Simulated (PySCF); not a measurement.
Species: C7H11N (charge -1 and doublet state).
SMILES with atom numbers: `[CH2:1]=[C:2]([CH3:3])[C@H:4]1[CH2:5][CH:6][N-:7][CH2:8]1` (hydrogens: H9, H10 on C1; H11, H12, H13 on C3; H14 on C4; H15, H16 on C5; H17 on C6; H18, H19 on C8)

Cartesian coordinates in Å at the GFN2-xTB level; atoms count from 1:
```xyz
19
C7H11N angstrom
C      2.4213   -0.1297    0.3317
C      1.1659   -0.1367   -0.2187
C      0.9934   -0.3589   -1.6914
C     -0.0462    0.0781    0.5978
C     -1.0207    1.2149    0.1689
C     -2.2821    0.7603    0.8242
N     -2.3096   -0.5332    1.1483
C     -1.0872   -1.0949    0.6521
H      2.5751    0.0214    1.3873
H      3.3052   -0.2883   -0.2670
H      0.3172   -1.1979   -1.8896
H      1.9522   -0.5709   -2.1653
H      0.5588    0.5208   -2.1828
H      0.2549    0.2779    1.6349
H     -0.6947    2.2174    0.4773
H     -1.0980    1.2159   -0.9315
H     -3.0404    1.4327    1.2014
H     -0.7549   -1.9281    1.2867
H     -1.2199   -1.4918   -0.3719
```

The hyperfine couplings belong to this conformer and change with its torsions.

Method: UKS B3LYP, pcH-1 on C H N, non-relativistic, mean-field spin-orbit, GIAO (PySCF 2.14.0). Whether the extra electron is bound in the gas phase wasn't checked; a finite basis holds it in any case. Couplings are sensitive to structure, and on GFN2-xTB geometries they can be far from those on DFT ones, by a factor of two or more for some ions and for spin on atoms past the first row. Stability of the SCF solution: not tested.

Break the g tensor into its mass correction, gauge correction and orbital-Zeeman/spin–orbit terms.

| Δg (ppm) | 1 | 2 | 3 |
| --- | --- | --- | --- |
| relativistic mass correction | -161 | -161 | -161 |
| gauge correction | 15 | -4 | 57 |
| orbital Zeeman/spin–orbit | 130 | 450 | 1184 |
| total | -16 | 285 | 1079 |

So g = 2.00230, 2.00260, 2.00340 and g_iso = 2.00277; the tensor is rhombic: the two nearest values differ by 27 % of g3 − g1. Axes: g3 points within 11° of the N7–C8 bond.

At 9.446 GHz, how far is the centre of the isotropic spectrum from where a free electron (g = 2.002319) resonates?

B = hν/(g μB) with μB/h = 13.99624 MHz/mT gives 337.06 mT for the free electron and 336.98 mT at g_iso, 0.08 mT lower.

What are the electron Larmor frequencies g μB B/h along the three axes at 340 mT?

9.5284, 9.5298, 9.5336 GHz for g1, g2 and g3, a range of 5.2 MHz.

Average each term over the three axes. Which is largest in size?

The orbital-Zeeman/spin–orbit term 588, the mass correction -161 and the gauge correction 22 ppm, for a total of 449 ppm. The orbital-Zeeman/spin–orbit term is the largest in size. The mass correction is the same along every axis, so the anisotropy comes from the other two: their spans along these axes are 61 (gauge) and 1054 ppm (orbital Zeeman/spin–orbit).

In a frozen sample, at which fields do the three g values resonate at 9.5, 34, 94 and 263 GHz (hyperfine left aside), and which band first spreads them over more than twice a line width of 0.3 mT?

```tsv
band	GHz	B(g3) mT	B(g2) mT	B(g1) mT	spread mT
X	9.5	338.80	338.94	338.99	0.19
Q	34.0	1212.55	1213.03	1213.21	0.66
W	94.0	3352.35	3353.68	3354.18	1.83
J	263.0	9379.44	9383.16	9384.57	5.13
```

The spread grows in proportion to the frequency. Q band is the first where it exceeds 0.6 mT.

Largest spin populations (Mulliken): C6 (+0.35), C1 (+0.25), N7 (+0.24) and C2 (+0.09). Three atoms exceed +0.15.

The HOMO–LUMO gaps are 1.52 eV among the α and 5.99 eV among the β orbitals.
